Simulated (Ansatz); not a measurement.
Geometry optimisation, RKS r2SCAN-D4/STO-3G (Ansatz 0.2.0).

input.yaml

```yaml
crystal:
  periodic: [false, false, false]
  atoms:
    - { symbol: C, position_ang: [0.5106, -1.8298, 0.7449] }
    - { symbol: Si, position_ang: [0.759, -0.0777, 0.0874] }
    - { symbol: C, position_ang: [1.474, -0.0613, -1.6127] }
    - { symbol: Cl, position_ang: [3.188, -0.8133, -1.547] }
    - { symbol: Si, position_ang: [-1.2744, 1.0056, -0.1154] }
    - { symbol: "N", position_ang: [-2.1318, 1.1162, 1.3665] }
    - { symbol: H, position_ang: [-0.007, -1.7586, 1.7124] }
    - { symbol: H, position_ang: [-0.1292, -2.347, 0.0441] }
    - { symbol: H, position_ang: [1.4076, -2.3119, 0.8991] }
    - { symbol: H, position_ang: [1.6154, 0.6829, 1.0767] }
    - { symbol: H, position_ang: [1.6327, 0.9526, -1.9614] }
    - { symbol: H, position_ang: [0.9246, -0.615, -2.3037] }
    - { symbol: H, position_ang: [-2.2022, 0.3469, -1.082] }
    - { symbol: H, position_ang: [-1.1088, 2.4241, -0.5157] }
    - { symbol: H, position_ang: [-1.6487, 1.6968, 2.0258] }
    - { symbol: H, position_ang: [-3.0326, 1.5667, 1.2252] }
basis:
  gaussian: { orbitals: STO-3G }
hamiltonian:
  xc: r2scan
  dispersion: d4
relax:
  f_tol: 0.015
  max_steps: 40
output:
  orbitals: {}
```

Run as:

```bash
$ ansatz run input.yaml --threads 1 --pin off --max-ram 2048MiB --backend cpu --events-out ev --progress --plain --runs-dir out
```

Problem. Where does it end, and by what steps?

Solution. It converged. The force dipped under the threshold on the way, but the program's further checks kept it going. Limits of this set-up: minimal basis. After 13 steps the energy has fallen by 0.650 eV; H14 moved furthest, 0.29 Å.

```
step  energy less start (eV)  largest force component (eV/Å)  accepted
   0                  0.0000                           2.657       yes
   1                 -0.5917                           0.787       yes
   2                 -0.6314                           0.252       yes
   3                 -0.6398                           0.207       yes
   4                 -0.6472                           0.098       yes
   5                 -0.6488                           0.064       yes
   6                 -0.6494                           0.024       yes
   7                 -0.6495                           0.021       yes
   8                 -0.6496                           0.018       yes
   9                 -0.6496                           0.029       yes
  10                 -0.6497                           0.017       yes
  11                 -0.6498                           0.007       yes
  12                 -0.6498                           0.005       yes
  13                 -0.6498                           0.005       yes
```

```xyz
16
Properties=species:S:1:pos:R:3
C 0.475 -1.816 0.691
Si 0.654 -0.039 0.125
C 1.542 -0.028 -1.549
Cl 3.204 -0.848 -1.446
Si -1.335 1.013 -0.126
N -2.132 1.131 1.482
H 0.009 -1.868 1.681
H -0.145 -2.397 -0.001
H 1.456 -2.301 0.751
H 1.504 0.683 1.051
H 1.737 0.990 -1.924
H 0.990 -0.578 -2.329
H -2.234 0.256 -0.972
H -1.134 2.301 -0.781
H -1.577 1.822 2.056
H -3.037 1.655 1.337
```

Whether the end is a true minimum wasn't checked by a vibrational analysis.

Time of the run: 110 s on 1 thread of Intel(R) Xeon(R) Processor @ 2.70GHz, on a shared host, peak memory 0.2 GiB.
